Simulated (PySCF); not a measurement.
Ga(Me)(NHMe)2, SMILES [Ga]([NH]C)([CH3])[NH]C (GFN2-xTB optimised geometry):

```
17

Ga     0.251    -0.511     0.000
C      2.273    -0.511     0.000
H      2.656    -1.533     0.008
H      2.654     0.012     0.879
H      2.654    -0.002    -0.887
N     -0.738     1.035     0.000
C     -0.236     2.403    -0.002
H     -1.751     1.020     0.007
H     -0.561     2.956     0.888
H     -0.571     2.956    -0.887
H      0.855     2.379    -0.008
N     -0.695    -2.083    -0.007
C     -2.131    -2.334    -0.015
H     -0.179    -2.956     0.005
H     -2.450    -2.886     0.877
H     -2.435    -2.906    -0.899
H     -2.656    -1.378    -0.030
```

Level of theory: CAM-B3LYP/def2-SVP in PySCF.

**Question.** What are the frontier orbital energies and the dipole moment?

**Answer.** HOMO-2 -9.35 eV, HOMO-1 -7.97 eV, HOMO -7.09 eV, LUMO 1.74 eV, LUMO+1 1.78 eV; dipole moment 0.31 D.

On the same geometry PBE/def2-SVP (PySCF) gives HOMO-2 -6.71 eV, HOMO-1 -5.17 eV, HOMO -4.37 eV, LUMO -0.05 eV, LUMO+1 0.08 eV; dipole moment 0.40 D.

Meta-Löwdin charges at CAM-B3LYP/def2-SVP: Ga1 0.59, C2 -0.50, H3 0.11, H4 0.11, H5 0.11, N6 -0.49, C7 -0.16, H8 0.19, H9 0.08, H10 0.08, H11 0.09, N12 -0.49, C13 -0.16, H14 0.19, H15 0.08, H16 0.08, H17 0.09.
